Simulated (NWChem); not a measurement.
Two isomers of C₃H₆OSi, each optimised at PBE0/def2-SVP with NWChem. Flexible species stand in one conformer each, which need not be the lowest. 

A: [C@H]1([SiH3])OC=C1
B: C#C[Si@@H](C)O

**Question.** Which is lower in energy, by how much, and how do their other properties compare?

**Answer.** B is lower by 44.0 kcal/mol in electronic energy; with zero-point energies, B − A = -43.4 kcal/mol.
```json
[
 {"": "highest occupied level (eV)", "A": "-6.69", "B": "-8.00"},
 {"": "orbital gap (eV)", "A": "7.16", "B": "7.98"},
 {"": "dipole (D)", "A": "1.16", "B": "0.95"},
 {"": "highest harmonic frequency (cm⁻¹)", "A": "3317", "B": "3935"},
 {"": "zero-point energy (kcal/mol)", "A": "49.0", "B": "49.7"}
]
```
